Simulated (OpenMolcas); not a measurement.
Co³⁺.

| Quantity | Value |
| --- | --- |
| Program | OpenMolcas 26.06 |
| Basis | ANO-RCC-VTZP [6s5p3d2f1g] |
| Scalar Hamiltonian | DKH2, point nucleus |
| Active space | 6 electrons in 9 orbitals (RAS2 3d 4s; RAS3 4p, at most 2 electrons) |
| State averaging | 2S+1 = 5 even, 30 roots; 2S+1 = 7 even, 1 root kept (CI in the orbitals of an earlier block); 2S+1 = 3 even, 87 roots kept (CI in the orbitals of an earlier block); 2S+1 = 1 even, 86 roots kept (CI in the orbitals of an earlier block); 2S+1 = 5 odd, 3 roots; 2S+1 = 7 odd, 3 roots kept (CI in the orbitals of an earlier block); 2S+1 = 3 odd, 7 roots kept (CI in the orbitals of an earlier block, 0 in the spin-orbit step) |
| Spin-orbit coupling | state interaction with AMFI integrals over the reference wave functions, term energies averaged over their components |

Two sets of levels on these reference wave functions, in cm⁻¹ above 3d⁶ ⁵D₄: one from RASSCF and one from MS-RASPT2, IPEA 0.25 Eh, imaginary shift 0.1 Eh (closed shells correlated: 3s 3p).

```csv
Level,Set 1,Set 2
3d⁶ ⁵D₄,0.0,0.0
3d⁶ ⁵D₃,714,708
3d⁶ ⁵D₂,1201,1202
3d⁶ ⁵D₁,1511,1520
3d⁶ ⁵D₀,1663,1675
3d⁶ ³H₆,23880,27570
3d⁶ ³H₅,24210,27930
3d⁶ ³H₄,24390,28180
3d⁶ ³P₂(1),22510,29650
3d⁶ ³F₄(1),25310,31280
3d⁶ ³F₃(1),25650,31690
3d⁶ ³P₁(1),24610,31740
3d⁶ ³F₂(1),25910,31990
3d⁶ ³P₀(1),25430,32580
3d⁶ ³G₅,29040,34710
3d⁶ ³G₄,29680,35390
```

Question: Which set is which?

Answer: Set 1 is MS-RASPT2. Its levels of the other terms of 3d⁶ lie at 0.76 to 0.87 of the other set's values, as expected, since terms of lower spin or lower L gain more correlation energy than the Hund ground term. Against 14 measured levels (Sugar and Corliss, J. Phys. Chem. Ref. Data 10, 1097 (1981)) the mean absolute deviation is 120 cm-1 with it and 4500 cm-1 without; single levels miss by up to 370 cm-1 with it.

Term energies are means over components that CASPT2 splits; among the terms shown or strongly mixed into the levels shown the widest spread is 110 cm-1 (3d⁶ ³F(1), MS-RASPT2). Over all roots computed the reference weight is 0.90 to 0.96 in MS-RASPT2; the roots of lowest weight are the least certain, and an intruder state may touch them. Some high roots are left out of the spin-orbit mixing, which shifts the levels that they would mix with. Terms from blocks run as CI alone lack orbitals of their own. Without dynamic correlation excited terms often stand tens of per cent too high (terms of higher spin than the ground term too low), and those without a measured partner can miss by more than the paired ones (holds for RASSCF). Blocks of more than 70 roots (2S+1 = 3 even, 1 even) ran without multistate coupling (holds for MS-RASPT2). Computed and measured levels are paired by configuration, term and J; levels that our copy of the source lacks, or whose pairing is in doubt (as where it misses far off the trend of its configuration), stay unpaired and out of the deviations. Levels of configurations outside the active space are missing. The table leaves out levels that lie high or whose names do not pair safely across all columns.

A number in round brackets counts repeated terms of one configuration in the order of the reference energies.
